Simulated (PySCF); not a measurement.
C2H7BFN, SMILES CCB(N)F.

Geometry: ωB97X-D3(BJ)/def2-SVP. The values are those of a single conformer.

Method: PySCF 2.14.0 with ωB97X-D3(BJ)/def2-SVP.

No scaling factor is applied to the harmonic values.

Give all harmonic wavenumbers and intensities. (An estimate is asked for; the answer gives what the named calculation found.)


```
mode  ν (cm⁻¹)  IR (km/mol)  moving atoms (share of kinetic energy)
----  --------  -----------  --------------------------------------
1           48          2.1          H 38 %, C 32 %, N 17 %, F 12 %
2          192          1.8                  C 40 %, F 29 %, H 24 %
3          208          0.4                                  H 89 %
4          348          0.6          H 42 %, N 19 %, C 18 %, F 14 %
5          421          6.4  H 34 %, F 28 %, C 14 %, B 13 %, N 11 %
6          474        172.8                          H 80 %, N 18 %
7          571          1.4                          H 67 %, B 16 %
8          625         27.4                   H 50 %, B 33 %, N 8 %
9          742          0.9          H 40 %, C 33 %, F 15 %, N 10 %
10         770         20.2                  H 55 %, B 20 %, C 17 %
11         885          6.0                  H 55 %, N 24 %, F 20 %
12         989         13.2                          H 72 %, C 24 %
13        1003          4.2                          H 73 %, C 17 %
14        1072          4.3                          C 63 %, H 35 %
15        1243         53.6                  H 53 %, B 24 %, C 15 %
16        1260         15.1                          H 74 %, C 19 %
17        1375        172.7          B 52 %, C 18 %, H 18 %, F 10 %
18        1405         19.8                   H 75 %, C 16 %, B 8 %
19        1429         73.2                  H 51 %, B 29 %, C 17 %
20        1452         29.2                           H 84 %, C 8 %
21        1488          5.3                                  H 97 %
22        1492         21.4                                  H 93 %
23        1607        252.4                  H 61 %, N 23 %, B 15 %
24        3057         35.9                                  H 95 %
25        3062         13.1                                  H 96 %
26        3111         17.3                           H 91 %, C 9 %
27        3145         30.8                          H 90 %, C 10 %
28        3160         24.0                          H 90 %, C 10 %
29        3646         46.8                                  H 96 %
30        3757         38.1                           H 91 %, N 9 %
```
